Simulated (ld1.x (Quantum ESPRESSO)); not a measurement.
**Tc: variants of one ultrasoft potential**

Base potential:

technetium (Tc), ultrasoft, made with ld1.x (Quantum ESPRESSO) 7.5 (BP86, scalar-relativistic). Core [Ar] 3d10 4s2, reference 4p6 4d5 5s2 5p0. Waves: 5s (bound): rcut 2.25, rcutus 3.05 bohr; 5s channel at 2.8 Ry: rcut 2.25, rcutus 3.05 bohr; 4p (bound): rcut 1.65, rcutus 1.95 bohr; 5p (bound, empty): rcut 1.65, rcutus 1.95 bohr; 4d (bound): rcut 1.25, rcutus 1.50 bohr; 4d channel at 2.4 Ry: rcut 1.25, rcutus 1.50 bohr. Local part: all-electron potential smoothed inside 1.95 bohr (lloc = -2). Core correction: Bessel-smoothed model core, default radius (core density twice the valence density). Augmentation charge: PSQ, inside the norm-conserving radii.

All-electron outer shells of the reference configuration (BP86, scalar-relativistic, ld1.x):

| shell | level (eV) | outermost node (bohr) | outermost maximum (bohr) |
| --- | --- | --- | --- |
| 3d | -250.11 | – | 0.31 |
| 4s | -73.51 | 0.50 | 0.95 |
| 4p | -45.45 | 0.51 | 1.03 |
| 4d | -6.78 | 0.50 | 1.27 |
| 5s | -5.21 | 1.28 | 2.72 |
| 5p | -1.50 | 1.45 | 3.67 |

Cutoffs, loose and tight: the cutoffs (Ry, on a coarse ladder) from which the occupation-weighted sum of valence levels, in a spherical-Bessel basis at the reference potential, stays within 10 and 1 mRy of its value at 400 Ry. They do not see the model core or the augmentation charge, which bear on the density cutoff. Test errors are all-electron minus pseudo excitation energies from the reference, over the configurations 4p6 4d5 5s1 5p0; 4p6 4d5 5s0 5p0; 4p6 4d4 5s0 5p0; 4p6 4d5 5s0 5p2; 4p5 4d5 5s2 5p0; 4p6 4d4 5s2 5p1; 4p6 4d6 5s1 5p0. A dash means not determined; rows that change the core or the reference have their own tests. The largest error is taken over the tests solved by every variant that gives reliable tests at all: 4p6 4d4 5s0 5p0; 4p6 4d5 5s0 5p0; 4p6 4d5 5s1 5p0.

The default core radius of the base comes out at 0.72 bohr.

| change | outcome | cutoff, loose | cutoff, tight | bound ghosts | largest test error (meV) |
| --- | --- | --- | --- | --- | --- |
| base | generated | 45 Ry | 70 Ry | none | -21 |
| core correction Bessel-smoothed model core inside 0.62 bohr | generated | 45 Ry | 70 Ry | none | -22 |
| core correction Bessel-smoothed model core inside 0.78 bohr | generated | 45 Ry | 70 Ry | none | -21 |
| core correction Bessel-smoothed model core inside 0.90 bohr | generated | 45 Ry | 70 Ry | none | -21 |
| core correction Bessel-smoothed model core inside 1.02 bohr | generated | 45 Ry | 70 Ry | none | -20 |
| core correction Bessel-smoothed model core inside 1.18 bohr | generated | 45 Ry | 70 Ry | none | -20 |
| core correction Bessel-smoothed model core inside 1.38 bohr | generated | 45 Ry | 70 Ry | none | -19 |
| core correction Bessel-smoothed model core inside 1.50 bohr | generated | 45 Ry | 70 Ry | none | -19 |
| core correction Bessel-smoothed model core inside 1.66 bohr | generated | 45 Ry | 70 Ry | none | -18 |
| core correction Bessel-smoothed model core inside 1.76 bohr | generated | 45 Ry | 70 Ry | none | -17 |

Q: What comes out with this change to the base: core correction none?

A: outcome: generated; cutoff, loose: 45 Ry; cutoff, tight: 70 Ry; bound ghosts: none; largest test error (meV): +4.5.
